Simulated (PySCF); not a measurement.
C₆H₁₄N₂Si₂.
Atom-mapped SMILES: `[CH3:1][N:2]([CH3:3])[Si@H:4]1[CH:5]=[CH:6][Si@@H:7]([NH2:8])[CH:9]=[CH:10]1` (hydrogens: H11, H12, H13 on C1; H14, H15, H16 on C3; H17 on Si4; H18 on C5; H19 on C6; H20 on Si7; H21, H22 on N8; H23 on C9; H24 on C10)

Structure used (PBE0-D3(BJ)/def2-SVP), in Å, numbered top down from 1:
```xyz
24
C6H14N2Si2 angstrom
C     -3.393   -0.091    0.353
N     -2.060    0.122   -0.144
C     -1.788    1.476   -0.553
Si    -0.750   -0.990    0.121
C      0.331   -1.038   -1.409
C      1.662   -0.830   -1.434
Si     2.735   -0.445    0.051
N      3.670    0.976   -0.289
C      1.643   -0.321    1.573
C      0.312   -0.535    1.601
H     -3.548   -1.151    0.604
H     -4.151    0.184   -0.406
H     -3.616    0.505    1.262
H     -2.483    1.802   -1.350
H     -0.766    1.560   -0.955
H     -1.880    2.204    0.279
H     -1.404   -2.314    0.366
H     -0.184   -1.240   -2.361
H      2.177   -0.869   -2.406
H      3.752   -1.522    0.269
H      4.567    1.100    0.164
H      3.207    1.869   -0.421
H      2.142   -0.034    2.512
H     -0.214   -0.414    2.561
```

All values: PBE0/pcSseg-1 (PySCF, non-relativistic), on one gas-phase PBE0-D3(BJ)/def2-SVP geometry that isn't relaxed in the solvent. The solvent is an IEF-PCM continuum (van der Waals radii × 1.2). Specific hydrogen bonds and non-electrostatic terms are outside this model.

Gas phase at PBE0/pcSseg-1: HOMO -6.12 eV, LUMO -1.07 eV, dipole 1.86 D.

Question: What does the continuum do to the energy, the frontier levels and the dipole at PBE0/pcSseg-1 in acetonitrile and water?

Answer: 
```tsv
solvent	ε	E(solvent) − E(gas) (kcal/mol)	polarisation term (kcal/mol)	distortion of the solute (kcal/mol)	HOMO (eV)	LUMO (eV)	dipole (D)
acetonitrile	35.69	-4.63	-5.06	0.43	-6.09	-1.11	2.43
water	78.36	-4.76	-5.22	0.46	-6.09	-1.11	2.45
```

Polarisation term: ½ Σ q·V over the induced surface charges. Distortion: the rise of the solute's own energy as its density leaves the gas-phase optimum. From acetonitrile to water the lowering changes by a factor 1.03, Onsager's factor (ε − 1)/(2ε + 1) by 1.02 and ε itself by 2.2.

Question: Which radius a makes the point-dipole formula ΔE = −[(ε − 1)/(2ε + 1)]·μ²/a³ give the value in water, with the gas-phase dipole?

Answer: μ = 0.734 au and |ΔE| = 0.00759 Eh give a = 1.73 Å; the farthest nucleus lies 4.70 Å from the centroid of the nuclei, so such a sphere wouldn't even hold the nuclei. The formula assumes a rigid point dipole at the centre of a sphere.

Question: Give the dipole vector in the frame of the coordinates (D, pointing from negative to positive charge), gas and water.

Answer: Gas (-0.13, 1.78, 0.53), solvent (-0.23, 2.32, 0.75). Its length changes by +31 % and its direction by 2°.

Question: Which Hirshfeld charges (PBE0/pcSseg-1) respond most in acetonitrile (means over atoms taken as equivalent)?

Answer: 
| atoms | environment | gas (e) | solvent (e) | change |
| --- | --- | --- | --- | --- |
| H21/H22 | N–H hydrogen | +0.116 | +0.124 | +0.008 |
| N8 | silicon-bound nitrogen | -0.321 | -0.326 | -0.005 |
| H20 | Si–H hydrogen | -0.086 | -0.092 | -0.006 |
| Si4 | SiH silicon | +0.374 | +0.369 | -0.005 |
| Si7 | SiH silicon | +0.375 | +0.371 | -0.004 |
| C5/C10 | alkene CH carbon | -0.135 | -0.138 | -0.003 |
| C6/C9 | alkene CH carbon | -0.136 | -0.140 | -0.004 |
| H18/H24 | vinylic hydrogen | +0.040 | +0.043 | +0.003 |

Question: Which Mayer bond orders change most in acetonitrile?

Answer: 
```
   bond  length (Å)    gas  solvent  change
 Si7–N8       1.735  1.053    1.071  +0.018
 C9–C10       1.348  1.926    1.916  -0.010
 N2–Si4       1.739  0.937    0.946  +0.009
 N8–H21       1.013  0.943    0.934  -0.009
 N8–H22       1.014  0.944    0.935  -0.009
  C1–N2       1.438  0.974    0.967  -0.007
  N2–C3       1.440  0.969    0.962  -0.007
Si7–H20       1.497  0.936    0.930  -0.006
```

On an Arm Neoverse V2 with one thread, shared host with 96 logical CPUs at a one-minute load of 73, this took 72 s wall and 1.4 GiB of memory at its peak. This is the whole shielding run at PBE0/pcSseg-1 in water, SCF included.
